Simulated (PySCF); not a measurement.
From computed data to an observable: oscillator strength and radiative lifetime

C2H14Si4, SMILES [SiH3]C[SiH2][SiH2]C[SiH3].

Coordinates come from a PBE0-D3(BJ)/def2-SVP optimisation. The structure was generated by enumeration, and PubChem lists no compound with its InChIKey, so it may never have been made. One conformer was computed; it need not be the lowest.

PySCF with TDA-PBE/def2-SVPD puts the first singlet state with f over 0.02 at 5.79 eV (vertical), with the transition dipole (0.360, -0.035, 0.156) in atomic units.

**Question.** Find the oscillator strength, the wavelength and the radiative lifetime that this transition would have in vacuum if emission retraced absorption.

**Answer.** 
|μ|² = 0.1552 au, so |μ| = 1.00 D. ΔE = 5.79/27.211 = 0.2128 hartree. f = (2/3) ΔE |μ|² = 0.022 (the program prints 0.022).
λ = 1239.84/5.79 = 214 nm; ν = 46699 cm⁻¹.
Einstein's coefficient A = 0.6670 ν² f s⁻¹ (ν in cm⁻¹) = 3.2e7 s⁻¹, so τ = 1/A = 31 ns. This state is S1. The figure is the radiative limit of this one transition; relaxation, internal conversion, crossing to triplets and a medium change what is measured.
